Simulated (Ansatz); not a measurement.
B2FH2NO (`OB1NB1F`), relaxed with RKS PBE-D4/def2-SVP in Ansatz 0.2.0 from a rough embedded geometry. The force threshold is 0.03 eV/Å; the program also tests the step.

Total charge 0; spin multiplicity 1.

Start:

```xyz
7

O     1.563   -1.153    0.107
B     0.440   -0.292   -0.078
N    -0.204    0.876   -0.757
B    -1.108    0.389    0.391
F    -2.300    0.393    1.142
H     1.345   -1.981   -0.495
H     0.262    1.767   -0.310
```

```csv
step,energy (eV),largest force (eV/Å),largest move (Å)
1,-7625.1274,3.436,0.000
2,-7626.5328,2.535,0.170
3,-7627.2262,2.886,0.195
4,-7627.5251,2.751,0.195
5,-7627.7023,1.799,0.168
6,-7627.8119,1.181,0.083
7,-7627.8714,0.479,0.130
8,-7627.9208,0.101,0.089
9,-7627.9225,0.045,0.023
10,-7627.9226,0.011,0.002
```

End:

```xyz
7

O     1.467   -1.086   -0.402
B     0.346   -0.401   -0.065
N    -0.058    0.975   -0.180
B    -1.077    0.193    0.422
F    -2.297    0.439    0.895
H     1.386   -2.028   -0.169
H     0.233    1.908   -0.501
```

Hardware: 4 threads of a server CPU on a shared host. Wall time 5.5 s, peak host memory 0.17 GiB.
